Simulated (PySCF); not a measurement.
**`N[PH2+]c1cccnc1`: 4 charge schemes on one density**

Species: C5H8N2P (charge +1).
Structure used (GFN2-xTB), in Å, numbered top down from 1:
```xyz
16
C5H8N2P angstrom
N      2.7737    0.3985    0.0433
P      1.6811   -0.8127    0.0250
C      0.0161   -0.1591    0.0265
C     -1.0046   -0.8758   -0.6080
C     -2.2869   -0.3582   -0.5850
C     -2.4994    0.8502    0.0724
N     -1.5336    1.5202    0.6764
C     -0.3120    1.0426    0.6660
H      2.5721    1.2406    0.5707
H      3.7622    0.1700    0.0459
H      1.9197   -1.5297   -1.1269
H      1.8519   -1.7337    1.0517
H     -0.7934   -1.8101   -1.1099
H     -3.1006   -0.8761   -1.0662
H     -3.4797    1.3034    0.1190
H      0.4257    1.6389    1.1877
```

Density: PBE0/pcSseg-1 (PySCF); schemes: Mulliken, IAO, Hirshfeld and ESP-fitted. Geometry: GFN2-xTB, one conformer, isolated ion. GFN2-xTB frequencies show an imaginary mode (60i cm⁻¹), so this geometry is no minimum at that level.

Q: Atoms with like bonding are taken together and averaged. Which atoms carry the highest charge in the Mulliken, IAO, Hirshfeld and ESP-fitted schemes?

A: All schemes agree: Mulliken P2 (+0.812); IAO P2 (+1.130); Hirshfeld P2 (+0.516); ESP-fitted P2 (+0.711).

Q: At which atom do the 4 schemes differ most?

A: At N1: from -0.854 (ESP-fitted) to -0.202 e (Hirshfeld), 0.652 e apart.

Q: For which atoms does the sign change between the 4 schemes (beyond +0.03 e in one, beyond −0.03 e in another)?

A: C4. Atomic charges aren't observables, and each scheme defines them in its own way.

Q: Tabulate the Mulliken, IAO, Hirshfeld and ESP-fitted charges.

A: In e; atoms taken as equivalent share a row and are averaged (×n: the atom named and its like, n in all):

```
   atom                          environment  Mulliken     IAO  Hirshfeld  ESP-fitted
     N1         nitrogen bonded to P and 2 H    -0.543  -0.775     -0.202      -0.854
     P2    phosphorus bonded to C, N and 2 H    +0.812  +1.130     +0.516      +0.711
     C3          substituted aromatic carbon    -0.606  -0.300     -0.058      -0.573
     C4                   aromatic CH carbon    +0.078  -0.102     -0.007      +0.305
     C5                   aromatic CH carbon    -0.147  -0.150     -0.012      -0.555
     C6  aromatic CH next to a ring nitrogen    +0.209  +0.039     +0.073      +0.596
     N7               pyridine-type nitrogen    -0.391  -0.232     -0.120      -0.669
     C8  aromatic CH next to a ring nitrogen    +0.281  +0.017     +0.042      +0.584
 H9/H10                         N–H hydrogen    +0.258  +0.313     +0.170      +0.424
H11/H12                         P–H hydrogen    +0.133  +0.011     +0.059      +0.082
    H13                    aromatic hydrogen    +0.121  +0.175     +0.075      +0.095
    H14                    aromatic hydrogen    +0.142  +0.194     +0.085      +0.246
    H15                    aromatic hydrogen    +0.153  +0.194     +0.084      +0.056
    H16                    aromatic hydrogen    +0.109  +0.162     +0.065      +0.046
```

Mean size of the charges over all atoms: ESP-fitted 0.394 e, Mulliken 0.273 e, IAO 0.258 e, Hirshfeld 0.112 e. Each set sums to the total charge, 1, to within 0.001 e. The Hirshfeld scheme weights the molecular density at each point by an atom's share of the summed free-atom densities.

Some averages cover members that differ in this geometry: H11/H12, ESP-fitted +0.053 to +0.110; H11/H12, IAO -0.004 to +0.026; H9/H10, ESP-fitted +0.410 to +0.437 e.

Q: How closely do the schemes follow one another over all atoms?

A: Correlation coefficient and root-mean-square difference: IAO with Hirshfeld 0.98, 0.237 e; Mulliken with ESP-fitted 0.91, 0.214 e; Mulliken with IAO 0.90, 0.168 e; Mulliken with Hirshfeld 0.90, 0.212 e; Hirshfeld with ESP-fitted 0.76, 0.366 e; IAO with ESP-fitted 0.76, 0.305 e.

Q: How many electrons does the Hirshfeld scheme count on N1?

A: Z − q = 7 − (-0.202) = 7.202.
